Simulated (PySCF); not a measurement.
# What an electron can do to CuN

PBE0 in PySCF with def2-TZVPPD on every atom, for the lowest determinant that a PBE0 search found; no spin–orbit coupling.

```json
{"species": "CuN", "state (unpaired electrons)": "triplet (π ↑↑)", "Re (Å)": "1.807", "ωe (cm⁻¹)": "562", "energy of the minimum from the neutral (eV)": "0.00", "De (eV)": "1.74", "dissociates to": "Cu (3d10 4s1) + N"}
{"species": "CuN⁺", "state (unpaired electrons)": "quartet (σ ↑, π ↑↑)", "Re (Å)": "1.865", "ωe (cm⁻¹)": "417", "energy of the minimum from the neutral (eV)": "8.69", "De (eV)": "0.83", "dissociates to": "Cu⁺ (3d10) + N"}
```

Work out the lowest energy to break CuN into atoms, from its vibrational ground state.

D0 = De − ωe/2 = 1.74 − 0.03 = 1.71 eV (PBE0/def2-TZVPPD).

Work out the ionisation energy of the Cu atom at this level and the threshold of dissociative ionisation.

IE(Cu) = 8.69 + 0.83 − 1.74 = 7.78 eV, so Cu⁺ (3d10) + N + e⁻ appears at D0 + IE(Cu) = 9.49 eV (PBE0/def2-TZVPPD). The measured IE(Cu) is 7.726 eV (NIST ASD).

These are thermodynamic thresholds; the onsets seen under electron impact lie higher where the geometry changes, and cross-sections peak well above them.

For an ion De counts to the pair picked by the measured ionisation energies or electron affinities, which need not be the lowest pair at this level. The state is the lowest single determinant that the PBE0 search found; with open d or f shells the true ground state can be another one.
